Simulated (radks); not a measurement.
Values are calculated unless marked as measured or tabulated.
Ce I, 58 electrons, occupied as [Xe] 4f2 6s2 (not the ground configuration).

Code: a radial shooting solver on a logarithmic mesh with Libxc functionals. Model: Dirac Kohn-Sham, AM05, spin-unpolarised, spherical densities, finite nucleus; open shells fill j = l - 1/2 first; Fermi nuclear charge, rms radius 4.8771 fm.

Energy parts (eV):
| part | energy |
|---|---|
| total | -241051.26 |
| kinetic | 258531.92 |
| electron-nucleus | -587623.55 |
| Hartree | 93590.95 |
| exchange-correlation | -5550.58 |

Orbitals (lengths in bohr, moments of r in powers of bohr; r(90%) holds 90 % of the orbital's charge):
1s1/2: occ. 2; eigenvalue (eV) -40186.69; <r^4> 1.780e-06; <r^2> 0.0008219; r(90%) 0.0443; small-component weight 4.60e-02
2s1/2: occ. 2; eigenvalue (eV) -6427.460; <r^4> 0.0002928; <r^2> 0.01302; r(90%) 0.163; small-component weight 9.99e-03
2p1/2: occ. 2; eigenvalue (eV) -6070.149; <r^4> 0.0001841; <r^2> 0.009542; r(90%) 0.145; small-component weight 1.00e-02
2p3/2: occ. 4; eigenvalue (eV) -5624.191; <r^4> 0.0002295; <r^2> 0.01080; r(90%) 0.153; small-component weight 9.44e-03
3s1/2: occ. 2; eigenvalue (eV) -1377.499; <r^4> 0.01196; <r^2> 0.08880; r(90%) 0.409; small-component weight 3.06e-03
3p1/2: occ. 2; eigenvalue (eV) -1225.977; <r^4> 0.01112; <r^2> 0.08364; r(90%) 0.403; small-component weight 3.00e-03
3p3/2: occ. 4; eigenvalue (eV) -1138.335; <r^4> 0.01314; <r^2> 0.09119; r(90%) 0.420; small-component weight 2.84e-03
3d3/2: occ. 4; eigenvalue (eV) -872.8160; <r^4> 0.01005; <r^2> 0.07461; r(90%) 0.394; small-component weight 2.72e-03
3d5/2: occ. 6; eigenvalue (eV) -853.9676; <r^4> 0.01059; <r^2> 0.07675; r(90%) 0.399; small-component weight 2.67e-03
4s1/2: occ. 2; eigenvalue (eV) -272.9447; <r^4> 0.3098; <r^2> 0.4609; r(90%) 0.919; small-component weight 9.43e-04
4p1/2: occ. 2; eigenvalue (eV) -216.7499; <r^4> 0.3646; <r^2> 0.4929; r(90%) 0.958; small-component weight 8.76e-04
4p3/2: occ. 4; eigenvalue (eV) -197.9583; <r^4> 0.4300; <r^2> 0.5352; r(90%) 0.999; small-component weight 8.21e-04
4d3/2: occ. 4; eigenvalue (eV) -105.7144; <r^4> 0.6777; <r^2> 0.6428; r(90%) 1.12; small-component weight 6.74e-04
4d5/2: occ. 6; eigenvalue (eV) -102.4461; <r^4> 0.7151; <r^2> 0.6602; r(90%) 1.14; small-component weight 6.59e-04
5s1/2: occ. 2; eigenvalue (eV) -37.4452; <r^4> 10.71; <r^2> 2.687; r(90%) 2.23; small-component weight 2.01e-04
5p1/2: occ. 2; eigenvalue (eV) -22.5426; <r^4> 18.78; <r^2> 3.473; r(90%) 2.56; small-component weight 1.58e-04
5p3/2: occ. 4; eigenvalue (eV) -19.9625; <r^4> 23.08; <r^2> 3.838; r(90%) 2.70; small-component weight 1.44e-04
6s1/2: occ. 2; eigenvalue (eV) -3.3668; <r^4> 870.3; <r^2> 23.61; r(90%) 6.70; small-component weight 2.25e-05
5d3/2: occ. 0; eigenvalue (eV) -2.1532; <r^4> 383.6; <r^2> 13.36; r(90%) 5.40; small-component weight 4.82e-05
5d5/2: occ. 0; eigenvalue (eV) -1.9996; <r^4> 433.3; <r^2> 14.17; r(90%) 5.56; small-component weight 4.56e-05
6p1/2: occ. 0; eigenvalue (eV) -1.3119; <r^4> 2944; <r^2> 41.95; r(90%) 9.07; small-component weight 1.23e-05
6p3/2: occ. 0; eigenvalue (eV) -1.1554; <r^4> 3617; <r^2> 46.40; r(90%) 9.54; small-component weight 1.12e-05
4f5/2: occ. 2; eigenvalue (eV) -0.7438; <r^4> 40.76; <r^2> 2.635; r(90%) 2.38; small-component weight 2.97e-04
4f7/2: occ. 0; eigenvalue (eV) -0.4644; <r^4> 57.32; <r^2> 2.894; r(90%) 2.47; small-component weight 2.90e-04

The highest occupied level is 4f5/2 at -0.744 eV. The configuration is held as typed, so some empty levels lie below it. The density falls to 0.001 e/bohr^3 at r = 5.43 bohr. The electron density at the nucleus is 3.818e+05 e/bohr^3. Summed over all electrons, <r^2> = 92.30 bohr^2, which gives a Langevin (diamagnetic) susceptibility term of -73.1 x 10^-6 cm^3/mol.
